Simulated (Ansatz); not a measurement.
Abridged output of a molecular run in Ansatz:

```
Functional definition: HF
1997 factors; integrals over basis functions are off by at most 1.0e-3 eV
mean field evaluation 1: about -35122.3876 eV, gradient 4.8e1 eV
mean field evaluation 2: about -35122.8305 eV, gradient 4.9e1 eV
mean field evaluation 4: about -35127.5441 eV, gradient 4.0e0 eV
mean field evaluation 8: about -35127.6267 eV, gradient 3.6e-1 eV
mean field evaluation 16: about -35127.6273 eV, gradient 1.8e-6 eV
mean field -35127.62725410 eV, -1290.9164912271 hartree, gradient 1.7e-6 eV, S^2 0.000000; 0 other end points of the search recorded, 0 dependent functions left out
19 core orbitals not correlated: weight in the atoms' cores, before any rotation towards them, 1.000 or more for the frozen orbitals, at most 0.000 for the correlated occupied ones
reference -35127.62725410 eV, -1290.9164912271 hartree; 22, 22 occupied and 293, 293 virtual orbitals, 1997 factors
second order -35.88153068 eV of doubles, -0.00000000 eV of singles
cycle   1  -36.23765443 eV  change   -3.6e-1 eV  update   1.3e-1
cycle   2  -37.04786811 eV  change   -8.1e-1 eV  update   3.7e-2
cycle   3  -37.24169574 eV  change   -1.9e-1 eV  update   1.9e-2
cycle   4  -37.22119200 eV  change    2.1e-2 eV  update   4.0e-3
cycle   5  -37.21756851 eV  change    3.6e-3 eV  update   1.8e-3
cycle   6  -37.21879498 eV  change   -1.2e-3 eV  update   5.6e-4
cycle   7  -37.21848392 eV  change    3.1e-4 eV  update   2.1e-4
cycle   8  -37.21831567 eV  change    1.7e-4 eV  update   6.6e-5
cycle   9  -37.21833685 eV  change   -2.1e-5 eV  update   2.8e-5
perturbative correction -1.32860868 eV, -0.0488254684 hartree
Total energy: -35166.17419962 eV, -1292.3330653472 hartree
```

Its atoms:

Z-matrix (Å, degrees):
```
C
O 1 1.414
H 1 1.094 2 111.1
H 1 1.094 2 111.1 3 -121.3
H 1 1.090 2 107.7 3 119.5
Si 2 1.615 1 126.7 3 54.3
S 6 2.134 2 111.7 1 -52.6
F 6 1.583 2 105.6 1 -169.6
H 6 1.479 2 112.8 1 71.7
Si 7 2.117 6 98.0 2 105.6
F 10 1.600 7 110.5 6 -66.9
H 10 1.477 7 106.4 6 175.5
H 10 1.478 7 112.0 6 51.8
```

**Question.** Which basis set was used?
A. def2-TZVPP
B. def2-TZVPPD
C. def2-QZVPP
D. def2-SVP

**Answer.** A. It gives 334 functions.

**Question.** Write the keys of the input that set method, charge and spin (a neutral closed shell needs none for the last two).

**Answer.** 
```yaml
correlation: {method: ccsd_t}
```
